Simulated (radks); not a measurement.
All-electron atom: W in [Xe] 4f14 5d4 6s2. All-electron calculation, scalar-relativistic Kohn-Sham, PBEsol, spin-polarised, spherical densities, point nucleus; open shells are filled with parallel spins first (spin-orbit coupling, left out, can overturn this in heavy ions); hard spherical wall at 4 bohr. Program: a radial shooting solver on a logarithmic mesh with Libxc functionals. Some entries of the table are withheld. Estimate them.

orbital  occ.  eigenvalue (eV)  <1/r> (bohr^-1)
1s down     1        -69463.82            87.09
1s up       1        -69463.81            87.09
2s up       1        -11982.46            20.36
2s down     1        -11982.29            20.36
2p up       3        -10478.53            18.45
2p down     3        -10478.39            18.45
3s up       1        -2752.877            7.538
3s down     1        -2752.825            7.538
3p up       3        -2307.614            6.959
3p down     3        -2307.555            6.959
3d up       5        -1795.505            6.576
3d down     5        -1795.393            6.576
4s up       1        -560.9167            3.205
4s down     1        -560.7686            3.204
4p up       3        -414.8610            2.911
4p down     3        -414.7208            2.911
4d up       5        -229.8583            2.589
4d down     5        -229.6880            2.590
5s up       1         -71.7650            1.244
5s down     1         -70.1807            1.254
5p up       3         -36.4707            1.036
5p down     3         -34.3685            1.047
4f up       7         -24.9998            2.077
4f down     7         -24.6199            2.086
5d up       4           1.6893           0.6902
6s up       1           2.9542           0.5342
5d down     0           4.2592           0.6899
6s down     1           5.0632           0.5261
6p up       0          13.0682           0.5263
6p down     0          14.8638           0.5190
5f up       0          27.0454              (1)
5f down     0          29.1270              (2)
7s up       0          48.2181              (3)
7s down     0          50.0539              (4)

Answer. 
(1) 5f up <1/r> (bohr^-1): 0.4729
(2) 5f down <1/r> (bohr^-1): 0.4636
(3) 7s up <1/r> (bohr^-1): 0.6030
(4) 7s down <1/r> (bohr^-1): 0.6040
